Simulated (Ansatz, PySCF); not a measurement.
Energy difference R1 → P1, each structure at its B3LYP-D3(BJ)/def2-TZVP stationary point, reached from a drawn start; harmonic modes at that level show minima.
R1, C2H4F2 (SMILES FCCF) (charge 0, multiplicity 1, Z-matrix in Å and degrees):
```
C
F 1 1.3908
H 1 1.0921 2 107.96
H 1 1.0938 3 109.71 2 -117.48
C 1 1.5019 3 110.74 4 -121.17
F 5 1.3908 1 110.71 3 -48.15
H 5 1.0921 6 107.96 1 121.36
H 5 1.0938 7 109.71 6 -117.48
```
P1, C2H4F2 (SMILES FCCF) (charge 0, multiplicity 1, Z-matrix in Å and degrees):
```
C
H 1 1.0913
H 1 1.0913 2 109.65
F 1 1.3928 2 108.44 3 -118.24
C 1 1.5152 2 111.02 3 123.05
H 5 1.0913 1 111.02 2 57.76
H 5 1.0913 6 109.65 1 -123.05
F 5 1.3928 6 108.44 7 -118.24
```

P less R. No zero-point or thermal terms. One arrangement of each flexible species, with no search for the lowest.

Frozen-core correlation throughout. CBS: X⁻³ extrapolation of the correlation energy, Hartree–Fock from the larger set.

Programs: Ansatz (a program for electronic structure); PySCF for the D3/D4 terms. Each number belongs to the level named beside it.

Q: Predict the reaction energy from CCSD(T)/CBS(cc-pVTZ, cc-pVQZ).

A: 0.8 kcal/mol

Q: Predict the reaction energy from B2PLYP-D4/def2-TZVPP.

A: 0.9 kcal/mol

Q: Give the reaction energy at the level BHLYP/def2-TZVPP.

A: 0.8 kcal/mol
